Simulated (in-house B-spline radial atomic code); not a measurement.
A run on Tb²⁺ (an excited or competing configuration) that did not converge. Method: scalar-relativistic (X2C) wB97X, spin-polarised, spherical fractional occupations, Fermi nucleus of rms radius 5.06 fm; computed with a B-spline radial code for spherical atoms.

Command:
```bash
python run_scf.py task.json out
```
Settings (nuclear radius in fm, mass in u):
```
Z                65
configuration    [Kr] 4d10 4f9 5s2 5p5 6d1
hamiltonian      x2c
method           wb97x
spin_polarised   True
nucleus          fermi
rms_radius       5.06
atomic_mass      158.92535
speed_of_light   137.035999084
```

First and last ten iterations of the last attempt (damped for 15 steps, keeping 80 % of the old Fock matrix, then DIIS):
```
 iter        energy (Eh)    residual
    1      -11657.706936    7.41e-01
    2      -11671.084435    1.34e+00
    3      -11688.483793    8.28e-01
    4      -11697.858159    5.13e-01
    5      -11702.612739    3.54e-01
    6      -11704.878860    2.50e-01
    7      -11705.903575    1.72e-01
    8      -11706.354510    1.17e-01
    9      -11706.555543    8.36e-02
   10      -11706.650786    5.98e-02
  111      -11706.763881    4.31e-06
  112      -11706.763881    2.49e-05
  113      -11706.763881    7.75e-06
  114      -11706.763881    2.11e-05
  115      -11706.763881    1.08e-05
  116      -11706.763881    8.91e-06
  117      -11706.763881    1.08e-05
  118      -11706.763881    8.82e-07
  119      -11706.763881    1.21e-06
  120      -11706.763881    1.82e-06
 not converged after 120 iterations
```

The smallest residual met was 8.8e-07; the threshold is about 6e-07. Over the last five steps the energy moves by less than 2e-08 hartree, but the orbitals didn't meet the threshold. Cost of the run: 38 s on 1 thread of Arm Neoverse V2, on a shared host.
